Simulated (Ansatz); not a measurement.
Basis-set extrapolation for AlClH3NS, SMILES `[NH2][Al]([SH])[Cl]` (PBE0-D4/def2-TZVP geometry, frozen core, Ansatz 0.2.0). Multiplicity 1, RHF reference.

```json
{"": "HF", "def2-TZVPP": "-1155.376635", "def2-QZVPP": "-1155.410561"}
{"": "MP2 correlation", "def2-TZVPP": "-0.651714", "def2-QZVPP": "-0.709467"}
{"": "CCSD(T) correlation", "def2-TZVPP": "-0.724850", "def2-QZVPP": "not run"}
```

Energies in hartree. Use E(X) = E(∞) + A·exp(−7.88·√X) for Hartree–Fock and E(X) = E(∞) + B·X^(−2.97) for correlation, with X = 3 and 4, and add CCSD(T) minus MP2 of the smaller set to the MP2 limit.

Problem. What is the CCSD(T) energy at the basis-set limit?

Solution. HF limit: -1155.410561 + (-0.033926) × 0.13774 = -1155.41523. MP2 limit: -0.709467 + (-0.057753) × 0.74074 = -0.75225. Higher-order term: -0.724850 − (-0.651714) = -0.07314. Total: -1156.24062 hartree, 87.3 kcal/mol below CCSD(T)/def2-TZVPP.
